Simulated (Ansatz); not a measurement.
Calculated with Ansatz (gas phase, PBE0-D4/def2-TZVP geometries, no zero-point term in ΔE). CCSD(T)/CBS adds triple-zeta CCSD(T) − MP2 to the extrapolated MP2 energy (def2 sets, frozen cores). This one scheme is used for every species. DFT in def2-TZVPP. def2 core potentials past Kr. For I, Zr outer-core shells are correlated without core-valence functions, which leaves a few kJ/mol of doubt a bond. Each species was taken in one conformer, which may not be the lowest.

Reaction (ligand exchange at a Zr–I bond): `[OH][Zr]([Cl])([Cl])[I]` + HCl → `[OH][Zr]([Cl])([Cl])[Cl]` + HI

```csv
level,ΔE (kJ/mol)
r2SCAN-D4,-11.9
BHLYP,-15.6
LC-ωPBE,-15.8
MP2/def2-QZVPP,2.4
```

Problem. What does CCSD(T)/CBS give? (Estimate.)

Solution. Ansatz gave: -5.7 kJ/mol. The listed levels differ from it by -6.2, -9.9, -10.1, 8.1 kJ/mol.

Largest T1 diagnostic among the species: 0.016.

The D4 term adds +3.7 kJ/mol with B3LYP and +2.1 kJ/mol with PBE0; it sums over pairs of atoms, weighted by their polarisabilities, and B3LYP, whose exchange is more repulsive, gets the larger term. From BLYP to BHLYP (50 % exact exchange), in def2-TZVPP and without D4, ΔE moves by +3.2 kJ/mol. In def2-TZVPP, CCSD(T) changes the Hartree–Fock value by +8.8 kJ/mol (the triples alone add +2.7 kJ/mol) and MP2 by +17.2 kJ/mol.

B3LYP here is the variant with VWN-RPA as its local correlation; programs differ in this.
